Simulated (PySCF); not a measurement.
## Te³⁺: interval between two levels

Te³⁺ [Kr] 4d10 5s2 5p1 [2P3/2, M_J = 3/2] → Te³⁺ [Kr] 4d10 5s1 5p1 6s1 [4P5/2, M_J = 5/2], as a difference of total energies. All numbers are calculated (PySCF 2.14, the two-component X2C-1e Hamiltonian, in x2c-SVPall-2c with one added diffuse shell each of s, p type (7s9p4d, 54 functions)). Correlated levels: [Ar] 3d10 frozen; the 6 highest virtual spinors dropped. "Screened" scales the spin-orbit matrix elements by Boettger's factors to mimic the two-electron term; Breit and QED terms are absent.

| method | interval between two levels (cm⁻¹) |
| --- | --- |
| GHF (spin-free) | 194400 |
| GMP2 (spin-free) | 199660 |
| GHF (screened spin-orbit) | 194710 |
| GMP2 (screened spin-orbit) | 200040 |

The labels give the starting determinants; with spin-orbit coupling the two ends relaxed to ⟨J²⟩ = 3.76, ⟨L²⟩ = 2.02, ⟨S²⟩ = 0.77 and ⟨J²⟩ = 8.78, ⟨L²⟩ = 2.04, ⟨S²⟩ = 3.77.
